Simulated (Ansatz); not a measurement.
Stepwise reaction of `[NH2][Y]([NH2])[OH]` with hydrogen fluoride, as a gas-phase model of exchange steps in deposition or etching. ΔE in kJ/mol; ΔG adds harmonic PBE0-D4 terms to CCSD(T)/CBS, at 1 bar.

Gas-phase electronic energies from Ansatz, PBE0-D4/def2-TZVP geometries. CBS: MP2 limit from def2 TZ/QZ plus the TZ coupled-cluster correction, frozen cores. This one scheme is used for every species. Functionals use def2-TZVPP. B3LYP here is the variant with VWN-RPA as its local correlation; programs differ in this. Elements past krypton have def2 core potentials. For Y outer-core shells are correlated without core-valence functions, which leaves a few kJ/mol of doubt a bond. One conformer a species, not always the lowest.

```json
{"step": "2", "reaction": "`[NH2][Y]([OH])[F]` + H–F → `[OH][Y]([F])[F]` + NH₃", "PBE-D4": "-132.1", "B3LYP-D4": "-135.2", "ωB97M-V": "-134.2", "CCSD(T)/CBS": "-128.8", "ΔG(400 K)": "-124.8"}
```

**Question.** Give the row of step 1, `[NH2][Y]([NH2])[OH]` + H–F → `[NH2][Y]([OH])[F]` + NH₃. (Estimate.)

**Answer.** Computed: 
```tsv
step	reaction	PBE-D4	B3LYP-D4	ωB97M-V	CCSD(T)/CBS	ΔG(400 K)
1	`[NH2][Y]([NH2])[OH]` + H–F → `[NH2][Y]([OH])[F]` + NH₃	-141.2	-143.8	-141.7	-135.0	-132.0
```

**Question.** By hand: ΔE of the 2 steps together at CCSD(T)/CBS.

**Answer.** (-135.0) + (-128.8) = -263.8 kJ/mol, or -131.9 kJ/mol a step.

In ΔE each step is higher than the one before. All are downhill at CCSD(T)/CBS. ΔG lies between -132.0 and -124.8 kJ/mol a step. PBE-D4 differs from CCSD(T)/CBS by -6.2 to -3.3 kJ/mol a step. Isolated molecules leave out the surface, adducts and barriers. Largest T1 diagnostic: 0.015.
